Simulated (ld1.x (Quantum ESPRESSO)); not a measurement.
## Transferability test, PAW potential for strontium

```
Element                 : Sr
Generator               : ld1.x (Quantum ESPRESSO) 7.5
Type                    : PAW
Functional              : PBEsol
Relativity              : scalar-relativistic
Frozen core             : [Ar] 3d10
Valence charge          : 10
Reference configuration : 4s2 4p6 4d0.5 5s1.5 5p0
Partial waves           : 4s (bound): rcut 1.90, rcutus 2.50 bohr; 5s (bound): rcut 1.90, rcutus 2.50 bohr; 4p (bound): rcut 2.10, rcutus 2.30 bohr; 5p (bound, empty): rcut 2.10, rcutus 2.30 bohr; 4d (bound): rcut 3.40, rcutus 3.80 bohr; 4d channel at 2.25 Ry: rcut 3.40, rcutus 3.80 bohr
Local potential         : all-electron potential smoothed inside 2.90 bohr (lloc = -2)
Core correction         : a·sin(br)/r model core, default radius (ld1.x builds one for every PAW set, though the input has nlcc=.false.)
Augmentation charge     : BESSEL, radius 1.55 bohr
```

Energies are relative to the spin-unpolarised reference configuration 4s2 4p6 4d0.5 5s1.5 5p0; without spin polarisation the order of configurations can differ from experiment.

```json
{"valence configuration": "4s2 4p6 4d0 5s1 5p0", "charge": "+1", "ΔE all-electron (eV)": "4.747", "error AE − PS (meV)": "+1.8"}
{"valence configuration": "4s2 4p6 4d0 5s0 5p0", "charge": "+2", "ΔE all-electron (eV)": "15.642", "error AE − PS (meV)": "+0.7"}
{"valence configuration": "4s2 4p5 4d0 5s2 5p0", "charge": "+1", "ΔE all-electron (eV)": "27.150", "error AE − PS (meV)": "+2.6"}
{"valence configuration": "4s2 4p6 4d1 5s0 5p0", "charge": "+1", "ΔE all-electron (eV)": "6.481", "error AE − PS (meV)": "-1.2"}
{"valence configuration": "4s2 4p6 4d0 5s1 5p1", "charge": "0", "ΔE all-electron (eV)": "1.165", "error AE − PS (meV)": "+1.8"}
```

(1) What are ΔE and the potential's error for 4s2 4p6 4d0 5s2 5p0?

(2) What are ΔE and the potential's error for 4s2 4p6 4d1 5s1 5p0?

Levels in the configuration 4s2 4p6 4d0 5s0 5p0:

```csv
level,all-electron (eV),pseudo (eV)
4s,-54.706,-54.696
4p,-36.505,-36.499
```

## Answers

(1) ΔE = -1.149 eV all-electron; the error (AE − PS) is +1.5 meV.

(2) ΔE = 1.183 eV all-electron; the error (AE − PS) is -0.4 meV.

ld1.x printed “convergence not achieved” for 4 of the counted tests; their residual had stalled under 1e-8, short of the target of 1e-14.
